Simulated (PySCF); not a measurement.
Run record: geometry optimisation, `[SiH3]N[NH][GeH3]`.

Method: PBE0-D3(BJ)/def2-SVP geometry optimisation, gas phase (PySCF 2.14.0). Start geometry: GFN2-xTB. The input is one job of a driver script: a line of settings, then coordinates in Å.

Input:
```
{"job": {"xc": "PBE0", "basis": "def2-SVP", "d3": "d3bj", "grid": 1, "maxiter": 30, "shake": 0.01, "kind": "geom"}, "charge": 0, "multiplicity": 1}
Si     1.936640    -0.037840    -0.207050
N      0.460980    -0.933990    -0.073600
N     -0.673750    -0.487080     0.681080
Ge    -1.879800     0.532490    -0.151690
H      1.549920     1.247530    -0.862070
H      2.768600    -0.866010    -1.022780
H      2.541400     0.289520     1.093670
H      0.537110    -1.933760    -0.046060
H     -0.366920    -0.146900     1.625060
H     -2.430270    -0.305480    -1.262570
H     -1.455240     1.849790    -0.687100
H     -2.948990     0.763460     0.904080
```

Output:
```
step   0  E = -2479.81891309  max force = 0.051018
step   1  E = -2479.82752666  max force = 0.011057
step   2  E = -2479.82830306  max force = 0.004369
step   3  E = -2479.82843576  max force = 0.005513
step   4  E = -2479.82863276  max force = 0.000886
step   5  E = -2479.82866321  max force = 0.000694
step   6  E = -2479.82870206  max force = 0.000646
step   7  E = -2479.82872053  max force = 0.000781
step   8  E = -2479.82875204  max force = 0.000730
step   9  E = -2479.82877276  max force = 0.000486
step  10  E = -2479.82878217  max force = 0.000205
optimisation converged
```

Energies in Eh; «max force» is the largest Cartesian gradient component in Eh/bohr.

Task: Give the first gradient maximum in eV/Å.

Result: With 1 Eh/bohr = 51.422 eV/Å, 2.623 eV/Å.

Task: How much energy does the optimisation release, in kcal/mol?

Result: E(step 0) − E(last step) = 0.009869 Eh, which is 6.2 kcal/mol.

In short: final energy -2479.82878 Eh after 10 steps; dipole 0.82 D.

Task: Where do the atoms end?

Result: 0.153 Å rms from the input after alignment:
```
atom  x, y, z in Å
Si1    1.9206    0.0216   -0.1531
N2     0.4673   -0.9265   -0.0517
N3    -0.6340   -0.4910    0.6791
Ge4   -1.9216    0.5012   -0.1779
H5     1.6292    1.3516   -0.7690
H6     2.8797   -0.7545   -0.9956
H7     2.5496    0.2885    1.1844
H8     0.4845   -1.9309   -0.2065
H9    -0.4733   -0.3703    1.6761
H10   -2.6070   -0.3917   -1.2279
H11   -1.3299    1.7399   -0.8861
H12   -2.9153    0.9349    0.9160
```

Task: How long does this job take on one thread of an Arm Neoverse V2, no GPU, shared host with 32 logical CPUs at a one-minute load of 14? And the peak memory of the process?

Result: About 52 s, with 0.49 GiB resident at the peak, the Python interpreter and its libraries included.
Labels such as C1 count atoms from 1, the log's own numbers from 0.
